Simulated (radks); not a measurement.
Coulomb parameter of the 5d shell of the rhenium ion Re2+ in the model configuration [Xe] 4f14 5d4 6p1, as a second difference U = [E(n + 0.25) + E(n - 0.25) - 2 E(n)] / (0.25)^2 with all orbitals relaxed. "Bare": the charge of the atom changes with n. "Screened": the 6p shell takes up the change at fixed total charge, which measures U(5d,5d) + U(6p,6p) - 2 U(5d,6p). All-electron calculation, scalar-relativistic Kohn-Sham, PBE, spin-unpolarised, spherical densities, finite nucleus; Fermi nuclear charge, rms radius 5.3698 fm. Program: a radial shooting solver on a logarithmic mesh with Libxc functionals.

\begin{tabular}{lrr}
case & configuration & E - E(n) (eV) \\ \hline
start & [Xe] 4f14 5d4 6p1 & 0.000 \\
bare +0.25 & [Xe] 4f14 5d4.25 6p1 & -5.866 \\
bare -0.25 & [Xe] 4f14 5d3.75 6p1 & 6.571 \\
screened +0.25 & [Xe] 4f14 5d4.25 6p0.75 & -2.409 \\
screened -0.25 & [Xe] 4f14 5d3.75 6p1.25 & 2.528 \\
\end{tabular}

U(bare) = 11.290 eV, U(screened by 6p) = 1.903 eV, against the Slater integral F0(5d,5d) = 14.374 eV with frozen orbitals.
